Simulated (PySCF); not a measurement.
Compound: C₆H₉NO.
Geometry (GFN2-xTB, Å), atoms numbered from 1 in this order:
```xyz
17
C6H9NO angstrom
C     -1.6063    0.4322    1.8448
C     -0.8639    0.5656    0.7591
C     -0.8042    1.8030   -0.0749
C      0.0010   -0.5766    0.2552
C     -0.5700   -1.0623   -0.9960
N     -1.0100   -1.4284   -1.9855
O      1.3278   -0.1137    0.0803
C      2.2446   -1.1279   -0.2442
H     -2.2266    1.2376    2.1979
H     -1.6295   -0.4760    2.4231
H     -1.3644    2.6102    0.3876
H      0.2337    2.1055   -0.2012
H     -1.2160    1.6042   -1.0646
H     -0.0183   -1.4162    0.9751
H      3.2185   -0.6459   -0.3023
H      2.0099   -1.5941   -1.2080
H      2.2666   -1.9053    0.5303
```

Method used: PySCF, TDDFT CAM-B3LYP/def2-SVPD, vertical, gas phase, core orbitals frozen in the response.

```csv
state,E (eV),E (hartree),f,"main configurations (H = HOMO, L = LUMO)"
S1,7.10,0.2610,0.346,H→L (91%)
S2,7.15,0.2628,0.0018,H-1→L (81%)
S3,7.37,0.2710,0.012,"H→L+1 (72%), H→L+3 (11%)"
S4,7.45,0.2738,0.0043,"H-2→L (53%), H-2→L+2 (9%)"
S5,7.72,0.2838,0.029,H→L+2 (63%)
S6,7.75,0.2847,0.012,"H-1→L+1 (66%), H-1→L+2 (13%), H-1→L (9%)"
S7,8.05,0.2958,0.038,"H-3→L (36%), H-4→L (9%)"
S8,8.11,0.2979,0.010,"H→L+2 (18%), H-2→L (16%), H-4→L (9%)"
```

Triplets (Tamm–Dancoff): T1 4.39 eV, H→L (82%); T2 6.36 eV, H-3→L (20%), H-3→L+2 (10%); T3 6.79 eV, H-1→L (62%), H-1→L+2 (10%).

The lowest singlet lies at 7.10 eV (175 nm, vacuum ultraviolet) and is strong; its leading configuration is HOMO→LUMO (91%). The lowest level is also the most intense of those listed (f = 0.346). Löwdin shares by element: HOMO carbon 79% or more (atoms not listed hold the other 21%); LUMO carbon 57% or more, nitrogen 11% (atoms not listed hold the other 32%). Weighted by f, the mean energy of these states is 7.27 eV. Of the 8 states listed, 5 reach f = 0.01 and none stays under 0.0005. Orbital energies (eV): HOMO-3 -11.28, HOMO-2 -10.84, HOMO-1 -9.91, HOMO -9.27, LUMO 0.61, LUMO+1 1.04, LUMO+2 1.58. Singlets were solved by full linear response, triplets in the Tamm–Dancoff approximation.

One conformer stands for the species.
